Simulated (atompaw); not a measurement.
# tin PAW (atompaw): all-electron and pseudo phase curves

tin (Sn), PAW, made with atompaw 4.2.0.5 (PBE, scalar-relativistic). Core [Kr] 4d10, reference 5s2 5p0 (charge +2). Waves: 5s (bound): rc 2.20 bohr; 5s channel at -0.95 Ry: rc 2.20 bohr; 5p (bound, empty): rc 2.20 bohr; 5p channel at -0.95 Ry: rc 2.20 bohr; 5d channel at 0.4 Ry: rc 1.90 bohr. Local part: troulliermartins scheme with l = 3 at 0 Ry, radius 1.95 bohr. Core correction: smooth core density matched at 1.35 bohr. Augmentation charge: sinc compensation charge, radius 1.85 bohr; PAW radius 2.20 bohr; waves and projectors: custom rrkj gramschmidtortho.

The phase is arctan(r·u′/u) with u = r·R(r), unwrapped; energies in Ry, scanned from -4 to 5 Ry. A pole is an energy at which the radial function vanishes at the test radius. The pseudo phase is shifted by a multiple of π to meet the all-electron one at the reference energy, and phase errors are pseudo minus all-electron; the curves can meet again beyond the range given. Levels narrower than the energy grid can be missing from the lists of poles. Where the grid stepped over a known ghost or core level, its pole and its step of π were put in at the level’s energy.

```tsv
channel	radius (bohr)	reference energy (Ry)	poles, all-electron	poles, pseudo	unbroken range about the reference energy with phases within 0.05 rad	phase error 1 Ry above the reference energy (rad)
s	2.20	-1.92	0.89	0.88	below 4.5	+0.000
p	2.20	-1.31	2.53	-2.82, 2.52	above -2.8	+0.000
d	2.20	0.40	-2.96	3.89	0.4 to 0.8	+0.106
```

Note: ghost states, extra bound levels that the all-electron valence spectrum of the same l lacks: s at -183.4 eV, p at -38.4 eV. A true bound ghost makes a file unfit for plane-wave use.

Phases in the s channel:

```csv
E (Ry),all-electron,pseudo
-4.00,1.152,1.152
-3.76,1.109,1.109
-3.52,1.054,1.054
-3.28,0.979,0.979
-3.04,0.874,0.874
-2.80,0.720,0.720
-2.56,0.486,0.486
-2.32,0.140,0.140
-2.08,-0.285,-0.285
-1.84,-0.666,-0.666
-1.60,-0.935,-0.935
-1.36,-1.111,-1.111
-1.12,-1.230,-1.230
-0.88,-1.314,-1.314
-0.64,-1.376,-1.376
-0.40,-1.424,-1.424
-0.16,-1.462,-1.462
0.08,-1.494,-1.494
0.32,-1.520,-1.521
0.56,-1.544,-1.544
0.80,-1.564,-1.564
1.04,-1.583,-1.583
1.28,-1.599,-1.600
1.52,-1.615,-1.616
1.76,-1.631,-1.632
2.00,-1.646,-1.647
2.24,-1.660,-1.662
2.48,-1.675,-1.678
2.72,-1.690,-1.694
2.96,-1.706,-1.711
3.20,-1.722,-1.730
3.44,-1.740,-1.750
3.68,-1.759,-1.773
3.92,-1.781,-1.801
4.16,-1.806,-1.833
4.40,-1.834,-1.875
4.64,-1.867,-1.928
4.88,-1.908,-2.002
```
